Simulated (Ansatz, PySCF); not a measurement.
Dimer: GeH4 (SMILES [GeH4]) (first 5 atoms) with H2Se (SMILES [SeH2]); geometry from B3LYP-D3(BJ)/def2-TZVP, rigid monomers moved along the line of their centres of mass till Ge1···Se6 is 3.56 Å.
(charge 0, multiplicity 1):
```
atom    x (Å)    y (Å)    z (Å)
----  -------  -------  -------
Ge     0.1106   0.0508  -0.0842
H     -1.4039   0.0294   0.1566
H      0.3907   0.1205  -1.5951
H      0.7436  -1.2294   0.4827
H      0.7323   1.2743   0.6033
Se    -0.0792  -0.6447   3.4059
H     -0.2819   0.3661   4.4551
H      1.2800  -0.1504   3.1435
```

Interaction energies are E(AB) − E(A) − E(B) at the monomers' geometry in the complex; basis-set methods are counterpoise corrected. Rows marked so take none.

Cores are frozen in the correlated methods. Filled d and f shells under p-block atoms count as core. CBS(a, b) extrapolates the correlation energy as X⁻³ and adds the Hartree–Fock energy of set b. Rows in 3-21G, 6-31G* carry no dispersion term and start afresh at each structure (6-31G* with six Cartesian d functions); the Pople sets are all-electron and without relativity.

The values were computed with Ansatz (a program for electronic structure) with Gaussian orbitals; PySCF for 3-21G rows, 6-31G* rows. Each number belongs to the level named beside it.

Q: Give the interaction energy at the level B3LYP/6-31G*.

A: 2.0 kcal/mol

Q: Predict the interaction energy from HF/3-21G (no counterpoise).

A: 1.3 kcal/mol

Q: Estimate the interaction energy that MP2/CBS(aug-cc-pVDZ, aug-cc-pVTZ) + ΔCCSD(T)/aug-cc-pVDZ returns for this input.

A: -0.4 kcal/mol
